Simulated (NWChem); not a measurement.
Molecule: CH7InN2; SMILES [NH2][In]([NH2])[CH3]

Results from NWChem. No frequency run checked for a minimum. def2 effective core potentials on In; no spin-orbit coupling. Each level has its own optimisation. One conformer.

| level | r C–In (Å) | r In–N (Å) | r C–H (Å) | r H–N (Å) | dipole (D) |
|---|---|---|---|---|---|
| B3LYP/3-21G (all-electron, non-relativistic) | 2.184 | 2.018 | 1.094 | 1.019 | 0.45 |
| Hartree-Fock/STO-3G (all-electron, non-relativistic) | 2.099 | 1.884 | 1.083 | 1.017 | 0.58 |
| PBE0/def2-SVP (core potentials) | 2.152 | 2.035 | 1.099 | 1.015 | 1.59 |
